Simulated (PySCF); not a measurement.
# Computed records: AlB$_{2}$H$_{3}$N, CH$_{2}$B$_{2}$F, CH$_{4}$B$_{2}$Cl

Computed with PySCF 2.14.0. Calculation on a computer-drawn molecule: the log of a Hartree-Fock and frozen-core CCSD(T) single point meant for a local Hartree-Fock minimum, with one planted fault or none, to be diagnosed. Offsets are logged minus clean, where the clean run is the same molecule without the fault. The reference is restricted for singlets and unrestricted otherwise, and also for a bond in bohr or an excited solution. Adding or removing an electron swaps singlet and doublet. The excited solution moves the top pair (singlet) or top alpha electron (doublet) to the lowest empty orbital. Highest occupied and lowest empty are orbital energies over both spins, largest force is the largest gradient component, triples share is (T) over the correlation energy, the T1 limit is 0.02 restricted and 0.045 unrestricted, electrons count all cores, a negative frequency is imaginary (commonest isotopes), and the dipole is about the centre of nuclear charge.

Common to all runs: meant charge 1; meant multiplicity 1; logged SCF converged yes; logged CC converged yes; logged SCF stable within its kind yes; possible faults no fault, one electron removed, one electron added, multiplicity raised by two, geometry at a saddle point, SCF held on an excited solution, minimal basis STO-3G, one bond length entered in bohr, all coordinates scaled.

(1) 
```xyz
7
formula=AlB2H3N meant_basis=cc-pV(D+d)Z logged_electrons=32 logged_basis_functions=80 logged_spin_squared=2.3546 logged_highest_occupied=-14.07 logged_lowest_empty=-5.0261 logged_largest_force=0.086769 logged_T1_diagnostic=0.045206 logged_D1_diagnostic=0.14013 logged_triples_share=0.03489 logged_dipole_magnitude=2.4398 logged_energy_HF=-346.99398 logged_energy_CCSD(T)=-347.32959 planted_fault=one_bond_length_entered_in_bohr,row_2_of_the_drawn_bonds HF_energy_offset_from_clean_run=118 CCSD(T)_energy_offset_from_clean_run=163.2
B     -1.7935     2.3811    -0.1712
B     -1.7063     0.8736     0.4763
N     -1.5827    -1.2571     1.3920
Al    -1.4834    -2.9675     2.1270
H     -1.8559     3.4596    -0.6346
H     -1.3926    -2.9817     3.6818
H     -1.5072    -4.1107     1.0695
```

Units: logged_highest_occupied, logged_lowest_empty in eV; logged_largest_force in hartree/bohr; logged_dipole_magnitude in debye; logged_energy_HF, logged_energy_CCSD(T) in hartree; HF_energy_offset_from_clean_run, CCSD(T)_energy_offset_from_clean_run in kcal/mol.

Drawn bonds:
| atom | other atom | order |
| --- | --- | --- |
| 1 | 2 | 1 |
| 2 | 3 | 2 |
| 3 | 4 | 1 |
| 1 | 5 | 1 |
| 4 | 6 | 1 |
| 4 | 7 | 1 |

Notes: T1 above single-reference limit.

(2) 
```xyz
6
formula=CH2B2F meant_basis=cc-pVDZ logged_electrons=27 logged_basis_functions=66 logged_spin_squared=0.7675 logged_highest_occupied=-6.1774 logged_lowest_empty=2.6541 logged_largest_force=0.066016 logged_T1_diagnostic=0.024524 logged_D1_diagnostic=0.12034 logged_triples_share=0.031058 logged_dipole_magnitude=2.7387 logged_energy_HF=-187.76342 logged_energy_CCSD(T)=-188.25869 planted_fault=one_electron_added HF_energy_offset_from_clean_run=-118.2 CCSD(T)_energy_offset_from_clean_run=-128.4
B      0.1240    -1.1402    -0.6107
C      0.3292     0.2550    -0.7302
B     -0.7046     1.2381    -0.7590
F     -1.5953     2.1001    -0.7851
H     -0.0368    -2.2969    -0.5120
H      1.3575     0.6184    -0.8071
```

Units: logged_highest_occupied, logged_lowest_empty in eV; logged_largest_force in hartree/bohr; logged_dipole_magnitude in debye; logged_energy_HF, logged_energy_CCSD(T) in hartree; HF_energy_offset_from_clean_run, CCSD(T)_energy_offset_from_clean_run in kcal/mol.

Drawn bonds:
| atom | other atom | order |
| --- | --- | --- |
| 1 | 2 | 1 |
| 2 | 3 | 2 |
| 3 | 4 | 1 |
| 1 | 5 | 1 |
| 2 | 6 | 1 |

(3) 
```xyz
6
formula=CH2B2F meant_basis=cc-pVDZ logged_electrons=26 logged_basis_functions=66 logged_spin_squared=1.0222 logged_highest_occupied=-15.917 logged_lowest_empty=-5.9795 logged_largest_force=0.017452 logged_T1_diagnostic=0.025582 logged_D1_diagnostic=0.091982 logged_triples_share=0.031482 logged_dipole_magnitude=6.2977 logged_energy_HF=-187.40219 logged_energy_CCSD(T)=-187.86337 planted_fault=one_bond_length_entered_in_bohr,row_2_of_the_drawn_bonds HF_energy_offset_from_clean_run=108.5 CCSD(T)_energy_offset_from_clean_run=119.7
B      0.1240    -1.1402    -0.6107
C      0.3292     0.2550    -0.7302
B     -1.6245     2.1128    -0.7847
F     -2.5152     2.9747    -0.8108
H     -0.0368    -2.2969    -0.5120
H      1.3575     0.6184    -0.8071
```

Units: logged_highest_occupied, logged_lowest_empty in eV; logged_largest_force in hartree/bohr; logged_dipole_magnitude in debye; logged_energy_HF, logged_energy_CCSD(T) in hartree; HF_energy_offset_from_clean_run, CCSD(T)_energy_offset_from_clean_run in kcal/mol.

Drawn bonds:
| atom | other atom | order |
| --- | --- | --- |
| 1 | 2 | 1 |
| 2 | 3 | 2 |
| 3 | 4 | 1 |
| 1 | 5 | 1 |
| 2 | 6 | 1 |

(4) 
```xyz
8
formula=CH4B2Cl meant_basis=cc-pV(D+d)Z logged_electrons=37 logged_basis_functions=85 logged_spin_squared=0.7643 logged_highest_occupied=-6.7859 logged_lowest_empty=2.1732 logged_largest_force=0.048278 logged_T1_diagnostic=0.016998 logged_D1_diagnostic=0.076497 logged_triples_share=0.028412 logged_dipole_magnitude=1.4541 logged_energy_HF=-549.01716 logged_energy_CCSD(T)=-549.50234 planted_fault=one_electron_added HF_energy_offset_from_clean_run=-131.8 CCSD(T)_energy_offset_from_clean_run=-139.5
B     -0.5569     0.6592     2.1113
C     -0.9667     0.7292     0.6966
B      0.0586     1.6000    -0.2131
Cl     0.9363     2.8949     0.5493
H     -0.2106     0.5993     3.2319
H     -1.9202     1.2904     0.6691
H     -1.1614    -0.2720     0.2922
H      0.1725     1.3650    -1.3668
```

Units: logged_highest_occupied, logged_lowest_empty in eV; logged_largest_force in hartree/bohr; logged_dipole_magnitude in debye; logged_energy_HF, logged_energy_CCSD(T) in hartree; HF_energy_offset_from_clean_run, CCSD(T)_energy_offset_from_clean_run in kcal/mol.

Drawn bonds:
| atom | other atom | order |
| --- | --- | --- |
| 1 | 2 | 1 |
| 2 | 3 | 1 |
| 3 | 4 | 1 |
| 1 | 5 | 1 |
| 2 | 6 | 1 |
| 2 | 7 | 1 |
| 3 | 8 | 1 |
